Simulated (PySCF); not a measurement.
State search for InGa⁺

Unrestricted PBE0; In def2-SVPD with ECP28, Ga def2-SVPD; scalar-relativistic core potentials (PySCF 2.14). Outer shells of the fragments: In+ 4d10 5s2; Ga 3d10 4s2 4p1.

Followed along the bond (rough minima from three points):

```json
{"2Ms+1": "2", "unpaired": "σ ↑", "⟨S²⟩ at the start": "0.76", "R at minimum (Å)": "3.42", "Te (eV)": "0.00"}
{"2Ms+1": "2", "unpaired": "π ↑", "⟨S²⟩ at the start": "0.75", "R at minimum (Å)": "3.01", "Te (eV)": "0.62"}
{"2Ms+1": "4", "unpaired": "σ ↑↑, π ↑", "⟨S²⟩ at the start": "3.75", "R at minimum (Å)": "2.62", "Te (eV)": "3.71"}
```

Solutions found at the starting distance of 2.695 Å, counted from the lowest of them; the search is not exhaustive and high or unbound solutions are not listed, so other states can lie among these:

```tsv
2Ms+1	unpaired	term	E (eV)	⟨S²⟩	⟨Lz²⟩	μ (D)
2	σ ↑	²Σ⁺	0.00	0.76	0.00	1.17
2	π ↑	²Π	0.16	0.75	1.00	0.66
4	σ ↑↑, π ↑	⁴Π	3.16	3.75	1.00	0.62
4	σ ↑, π ↑↑	⁴Σ⁻	3.65	3.76	0.00	0.32
2	σ ↑↑, π ↓	mixed	3.73	1.75	1.00	0.57
2	σ ↑, π ↑↓	mixed	4.23	1.77	2.01	0.35
2	σ ↓, π ↑↑	mixed	4.41	1.77	0.00	0.26
4	σ ↑, π ↑↑	mixed	5.37	3.77	2.01	0.95
4	σ ↑↑↑	⁴Σ⁺	7.78	3.75	0.00	1.47
4	σ ↑, π ↑, δ ↑	mixed	9.95	3.76	5.00	1.04
4	σ ↑, π ↑, δ ↑	mixed	9.97	3.76	4.99	1.09
```

A term symbol is given only where ⟨S²⟩ and ⟨Lz²⟩ are close to those of a pure state; real π, δ and φ orbitals otherwise mix terms. A positive dipole points towards Ga; it is taken about the centre of mass and depends on that origin.

**Question.** Compare the gap between the two lowest followed solutions at the starting distance with the gap between their minima.

**Answer.** At PBE0 the second solution (doublet, unpaired electrons π ↑) lies +0.16 eV from the first (doublet, unpaired electrons σ ↑) at 2.695 Å and +0.62 eV at the minima; the two curves relax by different amounts, since their minima lie near 3.01 and 3.42 Å.

Spin–orbit coupling is left out. Counting both spins, an empty level lies below a filled one in some of these solutions, because spin and occupation are held.
